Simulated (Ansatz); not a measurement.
Consider the isomerisation: `C[B](F)[GeH3]` → `[BH2][GeH]([CH3])[F]`.

Program: Ansatz. Geometries: PBE0-D4/def2-TZVP. ΔE: electronic, gas phase. CBS: MP2 limit from def2 TZ/QZ plus the TZ coupled-cluster correction, frozen cores. DFT in def2-TZVPP. For Ge outer-core shells are correlated without core-valence functions, which leaves a few kJ/mol of doubt a bond. Scalar relativity is left out up to krypton.

**Question.** Is it downhill or uphill in electronic energy at CCSD(T)/CBS, and by how much? (Estimate.)

**Answer.** Ansatz gave: Uphill: ΔE = +1.09 eV.

**Question.** What do these levels give: PBE0-D4, ωB97M-V, B2PLYP, PBE, PBE0, SCS-MP2/def2-TZVPP, CCSD/def2-TZVPP, CCSD(T)/def2-TZVPP, HF/def2-QZVPP, SCS-MP2/def2-QZVPP, MP2/CBS(def2), CCSD/CBS(def2)? (Best estimate.)

**Answer.** The calculation gave: PBE0-D4 1.21, ωB97M-V 1.17, B2PLYP 1.11, PBE 1.24, PBE0 1.22, SCS-MP2/def2-TZVPP 1.01, CCSD/def2-TZVPP 1.08, CCSD(T)/def2-TZVPP 1.10, HF/def2-QZVPP 0.97, SCS-MP2/def2-QZVPP 1.00, MP2/CBS(def2) 1.06, CCSD/CBS(def2) 1.07 eV.

Largest T1 diagnostic among the species: 0.013.

In def2-TZVPP, CCSD(T) changes the Hartree–Fock value by +0.12 eV (the triples alone add +0.02 eV) and MP2 by +0.08 eV.
